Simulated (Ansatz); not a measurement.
A structure relaxed at PBE0-D4/def2-TZVP, charge 0, multiplicity 1:

```xyz
9

C    -0.333   -1.350   -0.666
S     0.167    0.260   -1.340
Si    0.190    1.403    0.432
I     1.843    0.597    2.052
H    -0.404   -2.032   -1.512
H    -1.305   -1.285   -0.177
H     0.415   -1.721    0.033
H     0.542    2.786    0.042
H    -1.114    1.341    1.136
```

**Question.** Give its formula and SMILES.

**Answer.** CH5ISSi, `CS[SiH2]I`.

**Question.** Summarise the bond lengths by kind.

**Answer.** 1 × C–S 1.815 Å; 3 × C–H 1.089 to 1.090 Å; 1 × S–Si 2.109 Å; 1 × I–Si 2.451 Å; 2 × H–Si 1.479 to 1.483 Å.

Results of the Gaussian-basis code of Ansatz.
